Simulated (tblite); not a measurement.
Compound: C2H9BrOSi4.
SMILES with atom numbers: `[CH:1]#[C:2][Si@@H:3]([SiH2:4][Br:5])[SiH2:6][O:7][SiH3:8]` (hydrogens: H9 on C1; H10 on Si3; H11, H12 on Si4; H13, H14 on Si6; H15, H16, H17 on Si8)

Computed with GFN2-xTB (tblite), gas phase: L-BFGS steps from a force-field or distance-geometry start until the largest atomic force falls under 0.01 eV/Å.

At the end of the run (lengths in Å): Si6–O7 1.616, Si3–Si4 2.335, O7–Si8 1.625, Si3–Si6 2.316, Si4–Br5 2.247, C2–Si3 1.855, Si8–H16 1.461, Si6–O7–Si8 166.2°, Si4–Si3–Si6 118.8°, C2–Si3–Si4 100.7°, Si3–Si6–O7 103.8°, C2–Si3–Si4–Br5 166°, C2–Si3–Si6–O7 171°, H15–Si8–O7–Si6 138°, H13–Si6–O7–Si8 18°.

**Question.** These geometries were met on the way; a selection of coordinates is given. Order them by energy above the end point, lowest first.
A. Si6–O7 1.641, Si3–Si4 2.328, O7–Si8 1.632, Si3–Si6 2.350, Si4–Br5 2.235, C2–Si3 1.856, Si8–H16 1.449, Si6–O7–Si8 128.1°, Si4–Si3–Si6 108.8°, C2–Si3–Si4 108.8°, Si3–Si6–O7 106.2°, C2–Si3–Si4–Br5 161°, C2–Si3–Si6–O7 105°, H15–Si8–O7–Si6 -75°, H13–Si6–O7–Si8 -67°
B. Si6–O7 1.629, Si3–Si4 2.316, O7–Si8 1.636, Si3–Si6 2.315, Si4–Br5 2.258, C2–Si3 1.854, Si8–H16 1.456, Si6–O7–Si8 130.3°, Si4–Si3–Si6 106.4°, C2–Si3–Si4 105.1°, Si3–Si6–O7 101.9°, C2–Si3–Si4–Br5 160°, C2–Si3–Si6–O7 109°, H15–Si8–O7–Si6 -76°, H13–Si6–O7–Si8 -59°
C. Si6–O7 1.736, Si3–Si4 2.218, O7–Si8 1.706, Si3–Si6 2.244, Si4–Br5 2.277, C2–Si3 1.830, Si8–H16 1.475, Si6–O7–Si8 111.8°, Si4–Si3–Si6 105.0°, C2–Si3–Si4 109.0°, Si3–Si6–O7 111.0°, C2–Si3–Si4–Br5 155°, C2–Si3–Si6–O7 102°, H15–Si8–O7–Si6 -70°, H13–Si6–O7–Si8 -62°
D. Si6–O7 1.625, Si3–Si4 2.354, O7–Si8 1.620, Si3–Si6 2.332, Si4–Br5 2.296, C2–Si3 1.853, Si8–H16 1.454, Si6–O7–Si8 141.7°, Si4–Si3–Si6 113.0°, C2–Si3–Si4 107.6°, Si3–Si6–O7 104.0°, C2–Si3–Si4–Br5 161°, C2–Si3–Si6–O7 111°, H15–Si8–O7–Si6 -74°, H13–Si6–O7–Si8 -64°
E. Si6–O7 1.646, Si3–Si4 2.301, O7–Si8 1.635, Si3–Si6 2.275, Si4–Br5 2.241, C2–Si3 1.841, Si8–H16 1.438, Si6–O7–Si8 121.6°, Si4–Si3–Si6 105.2°, C2–Si3–Si4 106.8°, Si3–Si6–O7 106.0°, C2–Si3–Si4–Br5 156°, C2–Si3–Si6–O7 106°, H15–Si8–O7–Si6 -72°, H13–Si6–O7–Si8 -58°

**Answer.** D (0.138 eV), A (0.247 eV), B (0.404 eV), E (0.683 eV), C (1.224 eV).

```json
{"step": "20", "E above end (eV)": "0.138", "rms distance from the end, all atoms (Å)": "1.092", "largest force (eV/Å)": "0.497", "rms shift of all bonds from the end (Å)": "0.014"}
{"step": "14", "E above end (eV)": "0.247", "rms distance from the end, all atoms (Å)": "1.139", "largest force (eV/Å)": "0.449", "rms shift of all bonds from the end (Å)": "0.013"}
{"step": "9", "E above end (eV)": "0.404", "rms distance from the end, all atoms (Å)": "1.181", "largest force (eV/Å)": "0.401", "rms shift of all bonds from the end (Å)": "0.008"}
{"step": "5", "E above end (eV)": "0.683", "rms distance from the end, all atoms (Å)": "1.218", "largest force (eV/Å)": "0.563", "rms shift of all bonds from the end (Å)": "0.018"}
{"step": "0", "E above end (eV)": "1.224", "rms distance from the end, all atoms (Å)": "1.241", "largest force (eV/Å)": "2.498", "rms shift of all bonds from the end (Å)": "0.052"}
```

Rows stand in the order of the answer.
